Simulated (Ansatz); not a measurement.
Born–Oppenheimer molecular dynamics of CH₆AlNSi (10 atoms, charge 0, multiplicity 1). It goes on from the last frame of an earlier run, with new velocities.

These are results of RKS PBE-D4/STO-3G in Ansatz, not measurements.

| Quantity | Value |
| --- | --- |
| ensemble | NVT, Langevin thermostat |
| time step | 0.25 fs |
| steps asked | 400 |
| set temperature | 200 K |
| friction | 0.02 /fs |
| temperature schedule | 100 steps to 200 K, then 300 steps to 50 K |
| seed | 809366 |

First frame:

```xyz
10
Properties=species:S:1:pos:R:3
C -0.620 0.895 -0.617
N -0.507 0.547 0.877
Si 0.365 -1.099 0.857
Al 0.508 -0.535 -1.349
H -1.709 0.801 -0.879
H -0.347 1.952 -0.839
H 0.248 1.245 1.198
H -0.623 -2.155 1.267
H 1.379 -1.208 1.961
H 1.219 -0.733 -2.625
```

Task: How far do the bonds stretch over the last three quarters of this one trajectory? (Pairs bonded in most of those frames.)

Result: 
```tsv
bond	mean (Å)	spread (Å)	shortest	longest
C1–N2	1.566	0.028	1.50	1.60
C1–Al4	1.953	0.024	1.90	1.99
C1–H5	1.116	0.022	1.07	1.16
C1–H6	1.118	0.031	1.06	1.17
N2–Si3	1.850	0.031	1.81	1.90
N2–H7	1.069	0.015	1.04	1.11
Si3–Al4	2.272	0.021	2.23	2.31
Si3–H8	1.468	0.037	1.41	1.53
Si3–H9	1.474	0.041	1.40	1.54
Al4–H10	1.522	0.020	1.48	1.57
```

Mean temperature of the second half: 158 K. The schedule's set-point averaged 100 K over the second half and the system 158 K, so it lags behind the ramp. A run of 0.1 ps of so small a system gives no equilibrium averages. Limits of this set-up: minimal basis.

Run time: 5.8 min on 1 CPU thread of a shared host.
